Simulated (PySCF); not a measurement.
PySCF input (BP86/def2-SVP):

```python
from pyscf import gto, dft

mol = gto.M(
    atom='''
    C    -0.55248586    1.40040833   -0.53782509
    C    -0.40434339   -0.11930474   -0.32460386
    C    -1.71299460   -0.72503629    0.18494553
    C     0.72791941   -0.45537738    0.59088577
    N     2.02834454   -0.20231928    0.14592625
    H     0.38387242    1.83811911   -0.88521767
    H    -0.82380145    1.89040471    0.40055380
    H    -1.33149782    1.61966513   -1.27283730
    H    -0.18544736   -0.56381516   -1.30672648
    H    -1.63735214   -1.80937614    0.27681394
    H    -2.54077600   -0.49205554   -0.48758116
    H    -1.96270101   -0.32111035    1.16985199
    H     0.58287662   -0.34778507    1.66049038
    H     2.20603127   -0.47038234   -0.81294626
    H     2.76181029   -0.53156906    0.75570083
    ''',
    basis='def2-svp',
    charge=0,
    spin=1,
    verbose=4,
)

mf = dft.UKS(mol, xc='bp86')
mf.grids.level = 3
mf.conv_tol = 1e-9
mf.max_cycle = 100
mf.max_memory = 1500
mf.kernel()
if not mf.converged:
    mf = mf.newton()
    mf.kernel(mf.make_rdm1())
mo, _, stable, _ = mf.stability(return_status=True)
if not stable:
    mf.kernel(mf.make_rdm1(mo, mf.mo_occ))
    stable = mf.stability(return_status=True)[2]
mf.dip_moment()
```

From the output:

```
  HOMO = -0.0977742773278  LUMO = -0.0375257197001  gap/eV = 1.63945
cycle= 6 E= -212.981438557337  delta_E= -1.23e-05  |g|= 0.000942  |ddm|= 0.00724
  alpha nocc = 21  HOMO = -0.0978440966070417  LUMO = 0.0424739289621896
  beta  nocc = 20  HOMO = -0.245883829367366  LUMO = -0.0374497729113337
  HOMO = -0.097844096607  LUMO = -0.0374497729113  gap/eV = 1.64341
cycle= 7 E= -212.98143875158  delta_E= -1.94e-07  |g|= 0.000798  |ddm|= 0.00238
  alpha nocc = 21  HOMO = -0.0978564783367659  LUMO = 0.0424571049097016
  beta  nocc = 20  HOMO = -0.245973888654827  LUMO = -0.037409198661527
  HOMO = -0.0978564783368  LUMO = -0.0374091986615  gap/eV = 1.64485
cycle= 8 E= -212.981439091795  delta_E= -3.4e-07  |g|= 0.000289  |ddm|= 0.000946
  alpha nocc = 21  HOMO = -0.097861254089175  LUMO = 0.0424769645913807
  beta  nocc = 20  HOMO = -0.245938428164461  LUMO = -0.0374034749873604
  HOMO = -0.0978612540892  LUMO = -0.0374034749874  gap/eV = 1.64514
cycle= 9 E= -212.981439106367  delta_E= -1.46e-08  |g|= 6.73e-05  |ddm|= 0.000428
  alpha nocc = 21  HOMO = -0.0978540252786484  LUMO = 0.0424768818006003
  beta  nocc = 20  HOMO = -0.245936903582221  LUMO = -0.0373958031320836
  HOMO = -0.0978540252786  LUMO = -0.0373958031321  gap/eV = 1.64515
cycle= 10 E= -212.981439108427  delta_E= -2.06e-09  |g|= 3.36e-05  |ddm|= 0.000105
  alpha nocc = 21  HOMO = -0.0978539238405145  LUMO = 0.0424770893663107
  beta  nocc = 20  HOMO = -0.245936068722723  LUMO = -0.0373962684678335
  HOMO = -0.0978539238405  LUMO = -0.0373962684678  gap/eV = 1.64514
cycle= 11 E= -212.981439108947  delta_E= -5.2e-10  |g|= 1.45e-05  |ddm|= 5.35e-05
  alpha nocc = 21  HOMO = -0.0978560182835961  LUMO = 0.0424766287190486
  beta  nocc = 20  HOMO = -0.245939608822418  LUMO = -0.0373987243453278
  HOMO = -0.0978560182836  LUMO = -0.0373987243453  gap/eV = 1.64513
Extra cycle  E= -212.98143910883  delta_E= 1.17e-10  |g|= 2.14e-05  |ddm|= 4.6e-05
converged SCF energy = -212.98143910883  <S^2> = 0.75216547  2S+1 = 2.0021643
uhf_internal: lowest eigs of H = [0.85254432 0.86144139 0.86821582]
<class 'pyscf.dft.uks.UKS'> wavefunction is stable in the internal stability analysis
Dipole moment(X, Y, Z, Debye):  1.20187, -0.50691, -0.31188
```

The geometry given is a B3LYP-D3(BJ)/def2-TZVP minimum.
